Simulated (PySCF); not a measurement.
C3H6BNO, SMILES CB(C)OC#N. Atoms are numbered in the order given.

```xyz
12

C      0.7009    -2.1954     0.0000
B     -0.0379    -0.8217     0.0000
C     -1.5862    -0.6015     0.0000
O      0.8044     0.3128     0.0000
C      0.3733     1.5276     0.0000
N      0.0283     2.6371     0.0000
H      0.3850    -2.7868     0.8783
H      1.7972    -2.1145     0.0000
H      0.3850    -2.7868    -0.8783
H     -1.8908    -0.0045    -0.8787
H     -2.1580    -1.5400     0.0000
H     -1.8908    -0.0045     0.8787
```
Charge 0, spin multiplicity 1.

The structure is a stationary point at B3LYP-D3(BJ)/def2-SVP. The structure was generated by enumeration, and PubChem lists no compound with its InChIKey, so it may never have been made. Other conformers were not sampled.

The numbers are results of PBE/pcSseg-1 in PySCF, not measurements.

GIAO shieldings, no solvent; atoms listed in one row are averaged. δ = σ(ref) − σ: ¹³C against TMS (σ = 182.0 ppm); ¹¹B against BF3 (σ = 83.9 ppm); ¹⁷O against H2O (σ = 334.3 ppm); ¹⁵N against NH3 (σ = 267.0 ppm); ¹H against TMS (σ = 31.49 ppm), references at their B3LYP-D3(BJ)/def2-TZVP geometries, non-relativistic.

Task: Estimate the chemical shifts. (Estimate from the structure and the level; the computed values follow.)

Result: 
| nucleus | atoms | count | δ (ppm) |
|---|---|---|---|
| ¹³C | C5 | 1 | 113.6 |
| ¹³C | C1 | 1 | 10.4 |
| ¹³C | C3 | 1 | 8.2 |
| ¹¹B | B2 | 1 | 51.7 |
| ¹⁷O | O4 | 1 | 189.6 |
| ¹⁵N | N6 | 1 | 209.1 |
| ¹H | H7, H8, H9, H10, H11, H12 | 6 | 1.10 |
